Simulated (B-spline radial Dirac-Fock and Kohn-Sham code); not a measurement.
## Elastic electron scattering at 300 eV, H to P

Model: relativistic (Dirac) partial waves in the static field of the Dirac-Fock atom with Furness-McCarthy exchange, without polarisation or absorption potentials. Program: a radial B-spline solver. σ_tr1 and σ_tr2 weight the cross section with 1 − P₁ and 1 − P₂ of cos θ; "backward" is the share scattered beyond 90°.

| Z | element | σ (a₀²) | σ_tr1 (a₀²) | σ_tr2 (a₀²) | backward (%) | dσ/dΩ at 90° (a₀²/sr) |
| --- | --- | --- | --- | --- | --- | --- |
| 1 | H | 0.354 | 0.0457 | 0.0980 | 2.0 | 0.00221 |
| 2 | He | 0.573 | 0.143 | 0.270 | 5.5 | 0.00941 |
| 3 | Li | 3.21 | 0.312 | 0.592 | 2.2 | 0.0198 |
| 4 | Be | 4.55 | 0.525 | 0.986 | 2.8 | 0.0322 |
| 5 | B | 5.06 | 0.752 | 1.36 | 3.8 | 0.0470 |
| 6 | C | 5.02 | 0.974 | 1.66 | 5.6 | 0.0642 |
| 7 | N | 4.79 | 1.18 | 1.86 | 8.0 | 0.0811 |
| 8 | O | 4.50 | 1.37 | 1.97 | 11 | 0.0931 |
| 9 | F | 4.22 | 1.54 | 2.00 | 15 | 0.0973 |
| 10 | Ne | 3.95 | 1.69 | 1.98 | 18 | 0.0932 |
| 12 | Mg | 8.45 | 2.08 | 2.30 | 11 | 0.0836 |
| 13 | Al | 10.2 | 2.29 | 2.54 | 9.4 | 0.0797 |
| 14 | Si | 10.8 | 2.51 | 2.76 | 9.6 | 0.0772 |
| 15 | P | 10.8 | 2.73 | 2.96 | 10 | 0.0769 |

Values without a named source are computed, but for edge energies of neutral atoms, which are taken from tables.
